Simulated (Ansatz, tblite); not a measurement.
Isomers of PbS2⁺ (doublet), found by a short tight-binding search and relaxed with r2SCAN-D4/def2-TZVP in Ansatz.

In the def2 sets Pb takes a core potential; there is no spin–orbit coupling. The xTB rows come from tblite. Correlated methods freeze 14 core orbitals; core or outer-core shells of Pb are correlated, in sets that lack core-valence functions. In CCSD on the charge 1 doublet the largest single amplitude is 0.27, so its Hartree–Fock determinant may place the open shell otherwise than the density functionals do.

Run but left out: HF/def2-TZVPP, MP2/def2-TZVPP (A: ⟨S²⟩ 1.17, where a pure state has 0.75); LDA (SPW92)/def2-TZVP (A: an occupied level 0.05 eV above an empty one).

A: At PBE-D4/def2-TZVP the gap within one spin of the charge 1 doublet nearly closes, so an electron or hole may be smeared out by delocalisation error. At CCSD(T)/def2-TZVPP T1 of the charge 1 doublet is large (up to 0.049), so the single-reference result is doubtful. At CCSD(T)/def2-TZVPP the charge 1 doublet is spin-contaminated (final ⟨S²⟩ up to 1.17, 0.75 for a pure state).

Other spin states were run for one of them alone.

A:

Cartesian coordinates in Å:
```
Pb 0.000 0.000 -0.002
S -1.859 -1.311 -0.019
S 1.859 1.311 0.021
```

B:

```
atom   x (Å)   y (Å)   z (Å)
 Pb1   0.557   1.332   0.695
  S2  -0.568  -0.129  -1.144
  S3   0.012  -1.203   0.449
```

Q: Estimate which lies lowest at each level, and how far above it the others are (kJ/mol).

A: 
```
              level      A    B
           GFN1-xTB  344.8  0.0
           GFN2-xTB  276.6  0.0
   PBE-D4/def2-TZVP  274.0  0.0
r2SCAN-D4/def2-TZVP  279.3  0.0
  PBE0-D4/def2-TZVP  295.9  0.0
  ωB97M-V/def2-TZVP  312.9  0.0
    CCSD/def2-TZVPP  292.2  0.0
 CCSD(T)/def2-TZVPP  278.5  0.0
```
Point groups (tolerance 0.1 Å): A D∞h, B C2v. Lower isomers may exist.
